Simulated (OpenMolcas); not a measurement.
**Co4+: from CASSCF to CASPT2**

```json
{
 "Program": "OpenMolcas 26.06",
 "Basis": "ANO-RCC-VQZP [7s6p4d3f2g1h]",
 "Scalar Hamiltonian": "DKH2, point nucleus",
 "Active space": "5 electrons in 10 orbitals (3d 4d)",
 "State averaging": "2S+1 = 6 even, 1 root; 2S+1 = 4 even, 24 roots; 2S+1 = 2 even, 53 roots",
 "Spin-orbit coupling": "RASSI with atomic mean-field integrals over the reference wave functions, term energies averaged over their components"
}
```

Methods on the same reference wave functions:
A. CASSCF
B. SS-CASPT2, IPEA 0.25 Eh, imaginary shift 0.1 Eh (closed shells correlated: 3s 3p)
C. MS-CASPT2, IPEA 0.25 Eh, imaginary shift 0.1 Eh (closed shells correlated: 3s 3p)
D. XMS-CASPT2, IPEA 0.25 Eh, imaginary shift 0.1 Eh (closed shells correlated: 3s 3p)

Energies in eV above 3d⁵ ⁶S_5/2, the measured ground level; measured values from Sugar and Corliss, J. Phys. Chem. Ref. Data 10, 1097 (1981).

```json
{"Level": "3d⁵ ⁶S_5/2", "A": "0.0000", "B": "0.0000", "C": "0.0000", "D": "0.0000", "Measured": "0.0000"}
{"Level": "3d⁵ ⁴G_5/2", "A": "5.1264", "B": "4.781", "C": "4.781", "D": "4.782", "Measured": ""}
{"Level": "3d⁵ ⁴G_7/2", "A": "5.1336", "B": "4.789", "C": "4.789", "D": "4.790", "Measured": ""}
{"Level": "3d⁵ ⁴G_9/2", "A": "5.1390", "B": "4.795", "C": "4.795", "D": "4.796", "Measured": ""}
{"Level": "3d⁵ ⁴G_11/2", "A": "5.1396", "B": "4.796", "C": "4.796", "D": "4.797", "Measured": "4.6144"}
{"Level": "3d⁵ ⁴P_5/2", "A": "5.8728", "B": "5.285", "C": "5.285", "D": "5.283", "Measured": "5.0528"}
{"Level": "3d⁵ ⁴P_3/2", "A": "5.8851", "B": "5.299", "C": "5.299", "D": "5.297", "Measured": "5.0698"}
{"Level": "3d⁵ ⁴P_1/2", "A": "5.9006", "B": "5.316", "C": "5.316", "D": "5.314", "Measured": "5.0863"}
{"Level": "3d⁵ ⁴D_7/2", "A": "6.3783", "B": "5.749", "C": "5.749", "D": "5.742", "Measured": "5.5432"}
{"Level": "3d⁵ ⁴D_1/2", "A": "6.3895", "B": "5.761", "C": "5.761", "D": "5.755", "Measured": "5.5678"}
{"Level": "3d⁵ ⁴D_3/2", "A": "6.4052", "B": "5.778", "C": "5.778", "D": "5.772", "Measured": ""}
{"Level": "3d⁵ ⁴D_5/2", "A": "6.4109", "B": "5.784", "C": "5.784", "D": "5.778", "Measured": ""}
{"Level": "3d⁵ ²I_11/2", "A": "7.3173", "B": "6.990", "C": "6.990", "D": "6.991", "Measured": ""}
{"Level": "3d⁵ ²I_13/2", "A": "7.3329", "B": "7.007", "C": "7.007", "D": "7.009", "Measured": ""}
{"Level": "3d⁵ ²D_5/2 [64 %]", "A": "8.1855", "B": "7.400", "C": "7.401", "D": "7.400", "Measured": "7.0773"}
{"Level": "3d⁵ ²D_3/2", "A": "8.2908", "B": "7.489", "C": "7.489", "D": "7.486", "Measured": "7.1692"}
{"Level": "3d⁵ ²F_7/2(1)", "A": "8.4612", "B": "7.725", "C": "7.706", "D": "7.714", "Measured": "7.3715"}
{"Level": "3d⁵ ⁴F_5/2 [59 %]", "A": "8.5379", "B": "7.815", "C": "7.808", "D": "7.808", "Measured": ""}
{"Level": "3d⁵ ⁴F_9/2", "A": "8.5452", "B": "7.832", "C": "7.832", "D": "7.827", "Measured": "7.5420"}
{"Level": "3d⁵ ⁴F_7/2", "A": "8.5521", "B": "7.838", "C": "7.841", "D": "7.836", "Measured": "7.5598"}
{"Level": "3d⁵ ⁴F_3/2", "A": "8.5871", "B": "7.866", "C": "7.866", "D": "7.861", "Measured": ""}
{"Level": "3d⁵ ²H_9/2", "A": "8.9513", "B": "8.354", "C": "8.354", "D": "8.356", "Measured": "8.0270"}
{"Level": "3d⁵ ²H_11/2", "A": "9.0009", "B": "8.434", "C": "8.434", "D": "8.436", "Measured": "8.0942"}
{"Level": "3d⁵ ²G_7/2", "A": "9.2917", "B": "8.523", "C": "8.522", "D": "8.525", "Measured": "8.2113"}
```

Deviations, from unrounded energies. A percentage is the sum of absolute deviations over the sum of measured energies, with the sign that they share, or ± where signs differ.

```json
{"Against measurement": "mean absolute deviation (cm-1)", "Levels": "14", "A": "7400", "B": "2200", "C": "2200", "D": "2200"}
{"Against measurement": "other terms of the ground configuration (%)", "Levels": "14", "A": "+14.0", "B": "+4.1", "C": "+4.1", "D": "+4.1"}
```

B, C, D lie about equally close to measurement and A furthest from it. The largest miss of D in the table is 3d⁵ ²F_7/2(1), by +2800 cm-1. The ranking rests on the paired levels alone, and a cruder setting can come out closer through cancelling errors.

Among B to D the level of the table that moves most is 3d⁵ ²F_7/2(1), by 150 cm-1 (lowest in C, highest in B). Moves below CASPT2's spread within the term are not significant.

The mean deviations of B to D differ by less than CASPT2's widest spread within a term (700 cm-1), so their order carries little weight.

From A to B the spin-free energies of the other terms of 3d⁵ shown, above ⁶S, scale by factors of 0.90 to 0.96, as is usual when dynamic correlation screens the repulsion within a d or f shell.

The lowest spin-free term lies below A's lowest term by 0.393 hartree in B, 0.393 hartree in C, 0.393 hartree in D.

CASPT2 breaks the degeneracy within a term, and the mean is taken; among the terms shown or strongly mixed into the levels shown the widest spread is 700 cm-1 (3d⁵ ⁴F, D). Active for correlation alone: 4d; no level in the range computed is led by a configuration that fills it, so any true level of that kind is missing. Without dynamic correlation excited terms often stand tens of per cent too high (terms of higher spin than the ground term too low), and those without a measured partner can miss by more than the paired ones (holds for A). Some levels mix across a computed gap that differs much from the measured one, so their mixing is not that of the real levels (holds for C; D). Computed and measured levels are paired by configuration, term and J; levels that our copy of the source lacks, or whose pairing is in doubt (as where it misses far off the trend of its configuration), stay unpaired and out of the deviations. Only configurations of the active space appear. Levels that lie high or do not pair safely by name in every column are left out.

A share in square brackets marks a mixed level and gives the weight of the term that names it, the lowest over the columns. A number in round brackets counts repeated terms of one configuration in the order of the reference energies.
